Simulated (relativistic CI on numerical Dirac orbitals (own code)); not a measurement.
## Mn+ in a cubic cluster: 2p photoemission with charge transfer

Computed with a charge-transfer multiplet model of a cubic metal-ligand cluster with up to 2 ligand holes, Slater and spin-orbit integrals from Dirac-Coulomb-Breit ions, Slater integrals scaled by 0.9. The ground state mixes d6 with configurations of k ligand holes L, whose averages lie at kΔ + k(k − 1)U_dd/2; a core hole lowers each added d electron by U_cd. 300 K, Lorentzian 0.6 eV and Gaussian 0.8 eV FWHM.

Atomic integrals in eV (Slater integrals scaled, ζ unscaled), ground: F2dd 8.104, F4dd 4.987, zeta_d 0.031; with the core hole: F2dd 9.982, F4dd 6.207, zeta_d 0.052, zeta_core 6.792, F2cd 5.719, G1cd 4.215, G3cd 2.393.

Cluster parameters (eV): Δ = 5.7, U_dd = 6.7, U_cd = 7.6, 10Dq(ligand) = 1.5, V(eg) = 2.1, V(t2g) = -1.05, final-state hopping factor = 1.

```
           Case   n_d    d6   d7L  d8L2     S
10Dq = -0.25 eV  6.18  0.83  0.17  0.01  2.00
 10Dq = 0.35 eV  6.17  0.83  0.16  0.01  2.00
 10Dq = 0.95 eV  6.16  0.84  0.15  0.00  2.00
```

Weights, n_d and S are thermal averages at 300 K. Binding energies count from the first peak over 30 % of the highest in each spectrum, which can be another peak from case to case. The parameters are a model scan and need not match a compound or its usual spin state. A negative ionic 10Dq is a model choice; hopping adds the covalent part of the field. Peaks in eV (height, largest 100):
- 10Dq = -0.25 eV: 0.0 (100), 3.9 (31), 7.0 (43), 11.9 (61), 18.2 (22)
- 10Dq = 0.35 eV: 0.0 (100), 3.8 (29), 6.7 (40), 11.7 (61), 18.0 (20)
- 10Dq = 0.95 eV: 0.0 (100), 4.1 (28), 6.4 (41), 11.8 (61), 17.9 (20)

For the case 10Dq = 0.35 eV, Δ = 5.7 eV is smaller than U_dd = 6.7 eV, the charge-transfer side of the Zaanen-Sawatzky-Allen scheme. With the core hole the average of the configuration with one ligand hole lies at Δ − U_cd = -1.9 eV before mixing: the effective hopping of about 3.2 eV (from the holes of the mixed ground state) is comparable with this gap or larger, so the configurations mix strongly.
